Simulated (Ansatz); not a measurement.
`S[S][In]([Br])[Br]` + HBr → `[Br][In]([Br])[Br]` + `SS` at 600 K and 1 bar (ligand exchange at the In–S bond).

Isolated molecules relaxed with PBE0-D4/def2-TZVP in Ansatz; ΔE leaves out vibrations. CCSD(T)/CBS is the MP2 limit (def2-TZVPP, def2-QZVPP) plus CCSD(T) − MP2 in def2-TZVPP, frozen cores. This one scheme is used for every species. def2 core potentials past Kr. For Br, In outer-core shells are correlated without core-valence functions, which leaves a few kJ/mol of doubt a bond. Scalar relativity is left out up to krypton. Each species was taken in one conformer, which may not be the lowest.

| species | CCSD(T)/CBS energy (Eh) | H − E (kJ/mol) | S (J/(mol·K)) |
| --- | --- | --- | --- |
| `S[S][In]([Br])[Br]` | -6132.74773 | 94.2 | 516.4 |
| HBr | -2573.91920 | 33.5 | 219.1 |
| `[Br][In]([Br])[Br]` | -7909.93741 | 50.4 | 431.9 |
| `SS` | -796.74576 | 76.7 | 289.3 |

H − E and S are ideal-gas, rigid-rotor, harmonic terms from PBE0-D4/def2-TZVP, for one conformer and one mirror image of each species. 1 Eh = 2625.50 kJ/mol, R = 8.31446 J/(mol·K).

Task: By hand: ΔE, ΔH, ΔS and ΔG.

Result: ΔE = (-7909.93741) + (-796.74576) − (-6132.74773) − (-2573.91920) = -0.01624 Eh = -42.6 kJ/mol. Δ(H − E) = 50.4 + 76.7 − 94.2 − 33.5 = -0.6, so ΔH = -43.2 kJ/mol. ΔS = 431.9 + 289.3 − 516.4 − 219.1 = -14.3 J/(mol·K). ΔG = -43.2 − 600 × (-14.3)/1000 = -34.6 kJ/mol.

Task: By hand: the equilibrium constant, and the temperature at which ΔG would vanish if ΔH and ΔS stayed fixed.

Result: log₁₀ K = −ΔG/(RT ln 10) = 3.0. ΔG = 0 at ΔH/ΔS = 3021 K, far beyond where these terms or the molecules hold.

The number of gas molecules stays the same, so ΔS is small and ΔH decides. A doubt of 5 kJ/mol in ΔE shifts log₁₀ K by 0.4 here. Other conformers and mirror images would add mixing entropy, several J/(mol·K) or more a flexible species. Modes under 60 cm⁻¹, often nearly free rotors, make the harmonic entropy too high. These are equilibria of isolated gas molecules and say nothing of rates. Largest T1 diagnostic: 0.012 (customary marks: 0.02 for closed shells, 0.045 for open ones).
